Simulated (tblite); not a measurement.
A tight-binding relaxation on `C#C[SiH2]S[Si@@H](C)CO[SiH3]`.

Computed with GFN2-xTB geometry optimisation, gas phase (tblite 0.8.0). Start geometry: from a force field or distance geometry. The command runs a driver script over a list of jobs; the input below is this job's line of settings and its coordinates in Å.

Command:
```bash
OMP_NUM_THREADS=1 python probes_run.py task.json out
```

Input:
```
{"job": {"kind": "relax", "xc": "GFN2-xTB", "basis": "xTB"}, "charge": 0, "multiplicity": 1}
C      4.823600     2.022500     0.296400
C      3.710900     1.631200     0.012700
Si     2.012300     0.994800    -0.396100
S      1.595700    -0.652200     0.885500
Si    -0.028800    -1.482700    -0.236400
C     -0.386300    -3.177200     0.427100
C     -1.568600    -0.387900    -0.096300
O     -1.484000     0.890800    -0.732500
Si    -2.778100     1.925000    -0.605000
H      5.786600     2.373300     0.550900
H      1.004900     2.064600    -0.143600
H      1.959800     0.562000    -1.816400
H      0.382300    -1.614100    -1.653300
H     -0.673100    -3.131700     1.479600
H     -1.198000    -3.644300    -0.124100
H      0.495500    -3.822000     0.366000
H     -2.402500    -0.953900    -0.523500
H     -1.772000    -0.259400     0.978100
H     -3.017800     2.229200     0.832700
H     -2.483800     3.175700    -1.346100
H     -3.987700     1.273100    -1.165100
```

Output:
```
step      E/eV     max force
  0    -739.89980    1.284
  1    -739.94817    2.253
  2    -739.98270    1.216
  3    -740.00627    0.380
  4    -740.01673    0.347
  5    -740.02769    0.347
  6    -740.03806    0.285
  7    -740.04977    0.255
  8    -740.06091    0.283
  9    -740.07043    0.290
... (141 lines left out)
151    -740.23190    0.015
152    -740.23196    0.016
153    -740.23200    0.014
154    -740.23204    0.013
155    -740.23207    0.012
156    -740.23210    0.014
157    -740.23214    0.015
158    -740.23218    0.017
159    -740.23221    0.013
160    -740.23223    0.009
```

«max force» is the largest atomic force in eV/Å.

Question: From which step on does the largest force stay under 0.1 eV/Å, and how much energy is left to gain from there?

Answer: From step 109 (0.068 eV/Å), 4.8 meV above the end.

In short: energy lowered by 7.7 kcal/mol over 160 steps; largest atomic force 0.009 eV/Å at the end.

Question: Where do the atoms end?

Answer: 0.550 Å rms from the input after alignment:
```
atom  x, y, z in Å
C1     4.5347    2.1254    0.1286
C2     3.3895    1.7811    0.0048
Si3    1.6296    1.2443   -0.1713
S4     1.7103   -0.8591    0.3876
Si5   -0.1255   -1.6647   -0.3461
C6    -0.3684   -3.3543    0.4695
C7    -1.5565   -0.4808    0.0995
O8    -1.2687    0.7655   -0.5017
Si9   -2.3237    1.9590   -0.8240
H10    5.5387    2.4222    0.2358
H11    0.8277    1.9599    0.8117
H12    1.2274    1.3457   -1.5662
H13   -0.0663   -1.7517   -1.8083
H14   -0.4858   -3.2657    1.5454
H15   -1.2447   -3.8594    0.0769
H16    0.4932   -3.9864    0.2863
H17   -2.5166   -0.8568   -0.2638
H18   -1.6576   -0.3385    1.1805
H19   -2.9238    2.4850    0.4061
H20   -1.4218    2.8919   -1.4793
H21   -3.4006    1.4544   -1.6814
```

Question: Estimate the wall time. Hardware: Arm Neoverse N1, one thread, shared host with 64 logical CPUs at a one-minute load of 57.

Answer: About 3.5 s.
Labels such as C1 count atoms from 1, the log's own numbers from 0.
